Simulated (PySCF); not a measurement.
In(I)2(OH) (HI₂InO), SMILES [I][In]([I])[OH].

Geometry: PBE-D3(BJ)/def2-SVP. The structure was generated by enumeration; whether it is a known compound was not checked. The def2 effective core potentials stand for the cores of I, In; spin–orbit coupling is left out. Other conformers were not sampled.

Two levels are set side by side: TDA-PBE/def2-SVPD (PySCF) and TDA-LC-ωPBE/def2-SVPD (PySCF). Vertical, same geometry. The lowest singlet is HOMO→LUMO 99 % with PBE and HOMO→LUMO 90 % with the other functional; states are paired by order. Differences are taken from unrounded values.

```tsv
quantity	TDA-LC-ωPBE	TDA-PBE	TDA-PBE minus TDA-LC-ωPBE
lowest singlet excitation (eV)	4.49	3.13	-1.36
lowest triplet excitation (TDA) (eV)	3.98	2.81	-1.17
first bright state (f over 0.05) (eV)	5.84	5.24	-0.60
its oscillator strength	0.12	0.11	-0.01
```

Functionals without exact exchange tend to place singlet excitations lower, as here. Differences between two approximate levels are no errors against the true value.

Rough cost on one machine, each run with all the roots and properties that it gave: TDA-LC-ωPBE against TDA-PBE about 2 times.
